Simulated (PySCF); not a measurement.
Working out the ionisation energy of P²⁺

P²⁺ [Ne] 3s2 3p1 (2P) → P³⁺ [Ne] 3s2 (1S). Computed with PySCF 2.14 in aug-cc-pwCVTZ, with the non-relativistic Hamiltonian (point nucleus). Frozen: 1s2. Energies in hartree (1 hartree = 27.21139 eV):

| part | P²⁺ (lower) | P³⁺ (upper) |
| --- | --- | --- |
| UHF | -339.648249 | -338.561065 |
| CCSD correlation | -0.325534 | -0.308079 |
| (T) | -0.003804 | -0.002902 |

Q: What does Hartree-Fock give?

A: (-338.561065) − (-339.648249) = 1.087184 hartree = 29.584 eV.

Q: What do CCSD and CCSD(T) give?

A: The CCSD correlation energies differ by 0.017455 hartree = 0.475 eV and the triples by 0.000902 hartree = 0.025 eV, so CCSD gives 30.059 eV and CCSD(T) 30.084 eV.

A first-order spin-orbit estimate adds 0.041 eV to CCSD(T) (valence and next inner shell), giving 30.125 eV against 30.203 eV (measured; NIST Atomic Spectra Database, ionization energies).

What remains against the reference includes basis incompleteness, the frozen core and higher excitations.
